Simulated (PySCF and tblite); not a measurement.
Values are calculated unless marked as measured or tabulated.
System: C4H4BrNSe2, numbered as in [CH2:1]=[C:2]([Br:3])[Se:4][Se:5][CH2:6][C:7]#[N:8].

Level: PBE0/pcSseg-1 + D3(BJ), IEF-PCM dichloromethane on GFN2-xTB stationary points, with GFN2-xTB thermal terms. Rates follow Eyring's equation with the number of equivalent paths and no tunnelling. Programs: tblite and PySCF.

Spin–orbit effects of heavy atoms on shieldings are missing.

How high is the barrier to the rotation about the Se4–Se5 bond (torsion C2–Se4–Se5–C6 from 92° to 270°, rising), through which structure does it pass, and what rate follows at 298 K?

The electronic barrier is 7.9 kcal/mol and ΔG‡(298 K) 8.6 kcal/mol, over a C1 saddle with an imaginary mode of 19i cm⁻¹ (GFN2-xTB). With 1 equivalent path, k is 3.2×10⁶ s⁻¹, a mean lifetime of the start of 310 ns against this motion. The end lies 0.2 kcal/mol below the start in free energy.
